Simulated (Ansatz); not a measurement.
Basis-set series for C$_{3}$H$_{5}$AlO (`O=C/C=[CH]/[AlH2]`). Total charge 0; spin multiplicity 1. The geometry is a stationary point of PBE0-D4/def2-TZVP. It is one conformer, not always the lowest.

| functional | basis | functions | energy (Eh) | HOMO (eV) | LUMO (eV) |
| --- | --- | --- | --- | --- | --- |
| PBE0-D4 | def2-SVP | 99 | -434.37040 | -7.47 | -2.62 |
| PBE0-D4 | def2-TZVPP | 236 | -434.67081 | -7.57 | -2.71 |
| ωB97M-V | def2-SVP | 99 | -434.60650 | -9.82 | -0.63 |
| ωB97M-V | def2-TZVPP | 236 | -434.91536 | -9.94 | -0.76 |

Task: Give the rows for def2-QZVPP. (Best estimate.)

Result: The calculation gave: 
| functional | basis | functions | energy (Eh) | HOMO (eV) | LUMO (eV) |
| --- | --- | --- | --- | --- | --- |
| PBE0-D4 | def2-QZVPP | 448 | -434.68864 | -7.59 | -2.74 |
| ωB97M-V | def2-QZVPP | 448 | -434.93238 | -9.97 | -0.82 |

Computed with Ansatz.
